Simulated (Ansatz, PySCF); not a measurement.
This Ansatz (a program for electronic structure) input computes a B3LYP/def2-TZVPD energy:

Ansatz 0.2 input:
```yaml
crystal:
  periodic: [false, false, false]
  atoms:
    - {symbol: F, position_ang: [-0.00000000, -0.00000000, -1.20332382]}
    - {symbol: B, position_ang: [0.00000000, 0.00000000, 0.02582666]}
    - {symbol: O, position_ang: [0.00000000, 0.00000000, 1.33759763]}
basis:
  gaussian:
    orbitals: def2-TZVPD
hamiltonian:
  xc: {name: B3LYP}
total_charge: 1
magnetization: {spin_polarized: true, initial_magnetization: 1}
output: {forces: true}
```

Write an input for the same energy in PySCF and say what it gives.


```python
from pyscf import gto, scf, dft

mol = gto.M(
    atom='''
    F    -0.00000000   -0.00000000   -1.20332382
    B     0.00000000    0.00000000    0.02582666
    O     0.00000000    0.00000000    1.33759763
    ''',
    basis='def2-tzvpd',
    charge=1,
    spin=1,
    symmetry='C2v',
    verbose=4,
)

mf = dft.UKS(mol, xc='b3lyp').density_fit(auxbasis='def2-universal-jkfit')
mf.grids.level = 3
mf.conv_tol = 1e-9
mf.max_cycle = 100
mf.max_memory = 1500
mf.kernel()
if not mf.converged:
    mf = mf.newton()
    mf.kernel(mf.make_rdm1())
mf.analyze()
```
It gives -199.61795 Eh, and Ansatz -199.61793 Eh, a difference of 0.02 mEh, from the treatment of integrals and grids.
